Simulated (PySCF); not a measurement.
PySCF 2.14 output of a UHF calculation on a single atom or ion in Sapporo-DZP-2012 (4s3p1d, 18 functions), with the spin-free X2C one-electron Hamiltonian (Gaussian nucleus):

```
SCF conv_tol = 1e-09
number electrons alpha = 5  beta = 2
cycle= 1 E= -74.3974174376867  delta_E= -8.4e-12  |g|= 9.87e-07  |ddm|= 3.9e-06
converged SCF energy = -74.3974174376867  <S^2> = 3.754788  2S+1 = 4.0023933
```

The run itself started from symmetry-adapted Hartree-Fock orbitals and held the occupation by maximum overlap, so the iterations belong to that start.

Q: Which element, charge and spin multiplicity is this?

A: O⁺ (oxygen, charge +1), multiplicity 4; the state was [He] 2s2 2p3, high-spin 4S determinant.
